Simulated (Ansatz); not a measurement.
Input file for Ansatz (an electronic-structure program): U-wB97X-V/cc-pVTZ on aminoborane (SMILES BN), a point of a bond scan (R = 2.088 Å).

Ansatz 0.2 input:
```yaml
crystal:
  periodic: [false, false, false]
  atoms:
    - {symbol: B, position_ang: [-0.77598333, 0.04477233, -0.00303336]}
    - {symbol: N, position_ang: [0.60927771, -0.03515382, 0.00238170]}
    - {symbol: H, position_ang: [-1.89219006, -1.71860758, -0.05207394]}
    - {symbol: H, position_ang: [-1.29389237, 1.11910141, 0.02047198]}
    - {symbol: H, position_ang: [1.20971392, 0.77280035, 0.02532482]}
    - {symbol: H, position_ang: [1.11296685, -0.90681330, -0.01624534]}
basis:
  gaussian:
    orbitals: cc-pVTZ
hamiltonian:
  xc: {name: wB97X-V}
magnetization: {spin_polarized: true, initial_magnetization: 0}
```

Task: Predict the final total energy.

Result: -81.9340 hartree.

Task: How many basis functions does it have, and what does it roughly cost on one machine?

Result: 116 functions; very roughly 15 core-seconds.
